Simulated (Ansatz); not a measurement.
Cost and result for the atomization energy of C12H12Ge (`c1cc[c]([GeH2][c]2ccccc2)cc1`) (25 atoms, 26 bonds).

Cartesian coordinates in Å:
```
C -0.649 3.405 -1.966
C 0.131 3.455 -0.820
C -0.014 2.485 0.161
C -0.937 1.452 0.013
Ge -1.096 0.059 1.364
C 0.129 -1.409 0.993
C -0.259 -2.471 0.180
C 0.625 -3.497 -0.120
C 1.914 -3.473 0.392
C 2.313 -2.422 1.205
C 1.425 -1.399 1.503
C -1.716 1.416 -1.142
C -1.574 2.383 -2.126
H -0.539 4.163 -2.733
H 0.853 4.254 -0.689
H 0.600 2.541 1.054
H -2.538 -0.482 1.350
H -0.749 0.659 2.740
H -1.267 -2.507 -0.224
H 0.307 -4.318 -0.753
H 2.606 -4.274 0.160
H 3.319 -2.401 1.610
H 1.751 -0.587 2.145
H -2.448 0.626 -1.279
H -2.189 2.342 -3.018
```

The species carries charge 0 and has multiplicity 1. Correlated methods include outer-core shells of Ge, which these sets cover unevenly. Scalar relativity is left out up to krypton. Geometry: relaxed with PBE0-D4/def2-TZVP. It is one conformer, not always the lowest. Program: Ansatz. All runs use 11 threads of an AMD EPYC 7R13 on a shared host and a whole NVIDIA H100 80 GB. Times are those of one run each, without the atoms' runs, and a repeat can differ threefold. Electronic energies, without spin–orbit coupling; frozen cores. CCSD(T)/CBS adds CCSD(T) − MP2 in def2-TZVPP to the MP2 limit, and its time is that of the two runs behind it. T1 = 0.011; the RHF reference is unstable towards UHF. With those shells the extrapolation isn't a true limit. HSE06 is the plane-wave form, built on full-range PBE exchange.

CCSD(T)/CBS is a level of theory with its own doubt, some kJ/mol a heavy atom from the limit and from the frozen cores, so smaller differences don't rank the functionals.

| level | functions | wall time |
| --- | --- | --- |
| BHLYP-D4/def2-TZVPP | 588 | 3.4 s |
| PBE0-D4/def2-TZVPP | 588 | 3.6 s |
| HSE06-D4/def2-TZVPP | 588 | 4 s |
| revPBE-D4/def2-TZVPP | 588 | 4.3 s |
| r2SCAN-D4/def2-TZVPP (with forces) | 588 | 6 s |
| B97M-V/def2-TZVPP | 588 | 7 s |
| LDA (SPW92)/def2-TZVPP | 588 | 7.5 s |
| PBE-D4/def2-TZVPP (with forces) | 588 | 7.5 s |
| CCSD(T)/def2-SVP | 260 | 8 s |
| PBE-QIDH/def2-TZVPP | 588 | 8.5 s |
| MP2/def2-QZVPP | 1133 | 13 s |
| CCSD(T)/def2-TZVPP | 588 | 77 s |
| CCSD(T)/CBS(def2) | – | 90 s |

(1) What atomization energy does each give, and how far from CCSD(T)/CBS? (Best estimate.)

Results:

(1) The calculation gave: 
```json
{"level": "BHLYP-D4/def2-TZVPP", "atomization (kcal/mol)": "2721.4", "difference from CCSD(T)/CBS": "-71.2", "per bond": "-2.7"}
{"level": "PBE0-D4/def2-TZVPP", "atomization (kcal/mol)": "2846.5", "difference from CCSD(T)/CBS": "53.9", "per bond": "2.1"}
{"level": "HSE06-D4/def2-TZVPP", "atomization (kcal/mol)": "2848.5", "difference from CCSD(T)/CBS": "55.9", "per bond": "2.2"}
{"level": "revPBE-D4/def2-TZVPP", "atomization (kcal/mol)": "2827.2", "difference from CCSD(T)/CBS": "34.6", "per bond": "1.3"}
{"level": "r2SCAN-D4/def2-TZVPP (with forces)", "atomization (kcal/mol)": "2821.8", "difference from CCSD(T)/CBS": "29.2", "per bond": "1.1"}
{"level": "B97M-V/def2-TZVPP", "atomization (kcal/mol)": "2815.7", "difference from CCSD(T)/CBS": "23.1", "per bond": "0.9"}
{"level": "LDA (SPW92)/def2-TZVPP", "atomization (kcal/mol)": "3229.5", "difference from CCSD(T)/CBS": "436.9", "per bond": "16.8"}
{"level": "PBE-D4/def2-TZVPP (with forces)", "atomization (kcal/mol)": "2897.4", "difference from CCSD(T)/CBS": "104.8", "per bond": "4.0"}
{"level": "CCSD(T)/def2-SVP", "atomization (kcal/mol)": "2695.2", "difference from CCSD(T)/CBS": "-97.4", "per bond": "-3.7"}
{"level": "PBE-QIDH/def2-TZVPP", "atomization (kcal/mol)": "2818.3", "difference from CCSD(T)/CBS": "25.7", "per bond": "1.0"}
{"level": "MP2/def2-QZVPP", "atomization (kcal/mol)": "2845.7", "difference from CCSD(T)/CBS": "53.1", "per bond": "2.0"}
{"level": "CCSD(T)/def2-TZVPP", "atomization (kcal/mol)": "2731.3", "difference from CCSD(T)/CBS": "-61.3", "per bond": "-2.4"}
{"level": "CCSD(T)/CBS(def2)", "atomization (kcal/mol)": "2792.6", "difference from CCSD(T)/CBS": "0.0", "per bond": "0.0"}
```

From BLYP to BHLYP (50 % exact exchange), in def2-TZVPP and without D4, the atomization energy moves by −61.8 kcal/mol: exact exchange takes away binding that semilocal exchange gives to molecules. Leaving LDA and LC-ωPBE aside and taking each functional with its dispersion term where it has one, the values spread over 176.0 kcal/mol, from BHLYP-D4 to PBE-D4. LDA lies +351.7 kcal/mol from PBE without D4, its usual overbinding. The D4 term adds +31.3 kcal/mol with B3LYP and +16.9 kcal/mol with PBE0; it sums over pairs of atoms, weighted by their polarisabilities, and B3LYP, whose exchange is more repulsive, gets the larger term.

B3LYP here is the variant with VWN-RPA as its local correlation; programs differ in this.
